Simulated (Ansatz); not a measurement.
This geometry of AlBFH$_{5}$Si (9 atoms, charge 0, multiplicity 1) is a first-order saddle point.

The calculation used RKS BLYP-D4/def2-SVP in Ansatz 0.2.0.

```xyz
9
Properties=species:S:1:pos:R:3
F -2.385 -1.302 2.237
Al -1.534 -0.312 1.191
B -0.653 0.515 -0.396
Si 1.178 -0.180 -0.885
H -0.412 0.820 1.716
H -1.049 1.619 -0.708
H 2.267 0.855 -0.941
H 1.040 -0.776 -2.263
H 1.636 -1.284 0.031
```

(1) Which two structures does it join? (They come from a converged band through this point; their orientation in space is the band's.)

(2) How far does it lie above each of them?

## Answers

(1) Bonds broken: Al2–H5. Bonds formed: B3–H5.

Image 0:

```xyz
9
Properties=species:S:1:pos:R:3
F -2.495 -1.215 1.365
Al -1.375 0.042 1.504
B -0.371 0.677 -0.252
Si 1.282 -0.215 -0.992
H -1.160 0.595 2.985
H -0.814 1.590 -0.924
H 2.209 0.687 -1.760
H 0.719 -1.230 -1.962
H 2.093 -0.976 0.020
```

Image 10:

```xyz
9
Properties=species:S:1:pos:R:3
F -2.416 -1.824 1.645
Al -1.671 -0.510 0.919
B -0.347 0.924 0.215
Si 1.085 -0.192 -0.710
H -0.038 1.370 1.316
H -1.010 1.660 -0.497
H 2.231 0.691 -1.135
H 0.585 -0.898 -1.944
H 1.670 -1.267 0.174
```

(2) 10.2 kcal/mol above the first and 27.3 kcal/mol above the second. This is the barrier of this one path; another mechanism may lie lower. The orbitals stay closed-shell, which can raise the energy where a bond breaks towards radicals; this wasn't checked here.

The run took 3.6 min on 2 threads of Intel(R) Xeon(R) Platinum 8488C (Sapphire Rapids), with other jobs on the host, peak memory 0.15 GiB.
